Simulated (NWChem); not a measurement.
Species: disilazane (Si2NH7); SMILES [SiH3]N[SiH3]

All runs: NWChem. Pople sets run with spherical d functions. Geometry: optimised at PBE0/def2-SVP. Level: PBE0/6-31G* with SMD (1 M gas to 1 M solution), gas-phase geometry. Reactions with the solvent are ignored.

### Question
Estimate the computed values for solvent cyclohexanone. Quantities: solvation free energy (kcal/mol); cavity-dispersion-structure term (kcal/mol); dipole in solution (D).

### Answer
The solvation free energy (kcal/mol) is -1.3 and the cavity-dispersion-structure term (kcal/mol) is 0.9. The dipole in solution (D) comes out as 1.22.
